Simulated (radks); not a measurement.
The numbers below are computed, except where a source is named.
Gd, 64 electrons, occupied as [Kr] 4d10 4f7 5s2 5p4 5d1 6s2 6d2 (not the ground configuration). Code: a radial shooting solver on a logarithmic mesh with Libxc functionals. Model: Dirac Kohn-Sham, exchange-only B88, spin-unpolarised, spherical densities, point nucleus; open shells fill j = l - 1/2 first.

Normalised radial functions P(r) = r R(r) (large component), r in bohr:

```
   r/bohr * 5p3/2, o 6p1/2 (the largest magnitude, 0.851, reaches the edge; | marks zero, & curves that meet)
 0.001785                             &
 0.002932                             &
 0.004814                             &
 0.007905                             |&
  0.01298                             |o*
  0.02132                             | o *
  0.03501                             |  o  *
  0.05749                             | o    *
   0.0944                             &
    0.155                    *    o   |
   0.2546                         *  o|
    0.418                             |     o        *
   0.6865                            o| *
    1.127  *                o         |
    1.851      *                      |  o
     3.04                       *     |                 o
    4.992                             *            o
    8.197                             *  o
    13.46                             &
     22.1                             &
```

5p3/2: eigenvalue -38.771 eV, 3 radial nodes at r = 0.0967, 0.283, 0.711 bohr, <r> = 1.53 bohr, 90 % of the charge inside 2.22 bohr. 6p1/2 (empty): eigenvalue -5.644 eV, 4 radial nodes at r = 0.0898, 0.267, 0.659, 1.73 bohr, <r> = 3.90 bohr, 90 % of the charge inside 5.68 bohr.
